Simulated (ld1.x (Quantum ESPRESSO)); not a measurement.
Which change was made? (Pt, TM)

- Element: Pt (Z = 78)
- Generator: ld1.x (Quantum ESPRESSO) 7.5
- Type: norm-conserving Troullier–Martins (Kleinman–Bylander form)
- Functional: PBE
- Relativity: fully relativistic
- Frozen core: [Kr] 4d10 4f14
- Valence charge: 18
- Reference configuration: 5s2 5p6 5d9.5 6s0.5 6p0
- Partial waves: 5s (bound): rc 1.50 bohr; 5d (bound): rc 1.60 bohr; 5p (bound): rc 1.05 bohr
- Local potential: the p channel
- Core correction: none

Open shells are filled in proportion to 2j + 1 (rel_dist='average').

Occupied shells without a wave of their own: 6s. They enter only through the test configuration that unscreens the potential.

Cutoffs, loose and tight: the cutoffs (Ry, on a coarse ladder) from which the occupation-weighted sum of valence levels, in a spherical-Bessel basis at the reference potential, stays within 10 and 1 mRy of its value at 400 Ry. They do not see the model core or the augmentation charge, which bear on the density cutoff. Test errors are all-electron minus pseudo excitation energies from the reference, over the configurations 5s2 5p6 5d9 6s1 6p0; 5s2 5p6 5d9 6s0 6p0; 5s2 5p6 5d8 6s0 6p0; 5s1 5p6 5d9 6s1 6p0; 5s2 5p6 5d10 6s0 6p0; 5s2 5p6 5d7 6s0 6p0; 5s2 5p6 5d8 6s1 6p1; variants that change the core or the reference have their own tests. The largest error is taken over the tests solved by every variant that gives reliable tests at all, those not shown here included: 5s1 5p6 5d9 6s1 6p0; 5s2 5p6 5d10 6s0 6p0; 5s2 5p6 5d7 6s0 6p0; 5s2 5p6 5d8 6s0 6p0; 5s2 5p6 5d9 6s0 6p0; 5s2 5p6 5d9 6s1 6p0.

The base gives: outcome: generated, misses its reference levels by 10.44 eV; bound ghosts: not determined; largest test error (meV): -727.

Task: After one change the result is: outcome: generated, misses its reference levels by 10.44 eV; bound ghosts: not determined; largest test error (meV): -1191. Which change was it?
A. wave 5p (bound): rc 1.05 bohr becomes 5p (bound): rc 0.68 bohr
B. wave 5p (bound): rc 1.05 bohr becomes 5p (bound): rc 0.88 bohr
C. wave 5p (bound): rc 1.05 bohr becomes 5p (bound): rc 1.28 bohr

Result: C. The others give: wave 5p (bound): rc 1.05 bohr becomes 5p (bound): rc 0.68 bohr → outcome: generated, misses its reference levels by 12.57 eV; bound ghosts: not determined; largest test error (meV): -1541 | wave 5p (bound): rc 1.05 bohr becomes 5p (bound): rc 0.88 bohr → outcome: generated, misses its reference levels by 11.00 eV; bound ghosts: not determined; largest test error (meV): -152.
